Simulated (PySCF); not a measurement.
**Static response to an electric field**

Species: C₅H₉NOSe.
Cartesian coordinates in Å at the PBE0-D3(BJ)/def2-SVP level; atoms count from 1:
```
atom  x, y, z in Å
C1     0.6485   -2.5146    0.4099
C2     0.5472   -1.1767    0.5107
N3    -0.5645   -0.5176   -0.0266
C4    -1.1087    0.7203    0.2460
C5    -2.4297    0.9490   -0.4579
O6    -0.6008    1.5529    0.9603
Se7    1.9127   -0.2544    1.4638
C8     2.3302    1.1745    0.2187
H9    -0.1729   -3.1179    0.0087
H10    1.5528   -3.0280    0.7345
H11   -1.1294   -1.1127   -0.6221
H12   -3.1965    0.2540   -0.0811
H13   -2.3366    0.7957   -1.5442
H14   -2.7519    1.9776   -0.2619
H15    3.2560    1.6341    0.5915
H16    2.5095    0.7683   -0.7852
H17    1.5160    1.9092    0.2217
```

Level: CAM-B3LYP/def2-SVPD (PySCF), static field, nuclei fixed, core orbitals frozen in the response. The polarisability tensor in these axes (au):

```
x   105.47  -0.66  11.20
y    -0.66 121.91   1.63
z    11.20   1.63  81.20
```

Task: Give the principal values, the mean and the anisotropy Δα = √{½[(α1 − α2)² + (α2 − α3)² + (α1 − α3)²]}.

Result: Principal values 76.75, 109.85 and 121.97 au; mean 102.86 au = 15.24 Å³ = 16.96 × 10⁻⁴⁰ C²·m²/J; Δα = 40.54 au (39 % of the mean).

Task: What is the dipole moment, and where does it point?

Result: (-1.90, -1.36, -3.01) D, 3.81 D in size, pointing from the negative to the positive side. Measured along this direction, the outermost atoms are H15 at the negative end and H13 at the positive end.

Task: Form Σ f/ω² (atomic units) for the 6 lowest TDDFT singlets, given as eV and f, and set it beside the mean polarisability, which is this sum over all singlets: 4.48, 0.0460; 4.98, 0.0207; 5.39, 0.0124; 5.55, 0.0214; 5.87, 0.1145; 5.94, 0.0923.

Result: They add up to 7.54 au, 7.3 % of the 102.86 au; the largest single term is 2.46 au, from the state at 5.87 eV. Terms in order: 1.69, 0.62, 0.32, 0.51, 2.46, 1.94 au. Higher excitations give the rest. The strengths listed sum to 0.307.

Task: What depolarisation ratio follows for Rayleigh scattering of linearly polarised light, taking the static tensor?

Result: ρ = 3Δα²/(45ᾱ² + 4Δα²) = 4931.1/(476095 + 6574.7) = 0.0102.

Task: Refractivity n − 1 of an ideal gas of it at 298.15 K and 1 atm, from the electronic α?

Result: N = p/kT = 2.4615 × 10¹⁹ cm⁻³, so n − 1 = 2π × N × 15.24 × 10⁻²⁴ cm³ = 2357 × 10⁻⁶ at long wavelengths, for an ideal gas.

The structure is a single PBE0-D3(BJ)/def2-SVP conformer in the gas phase; no vibrational or solvent corrections. The calculation is non-relativistic, for selenium too.
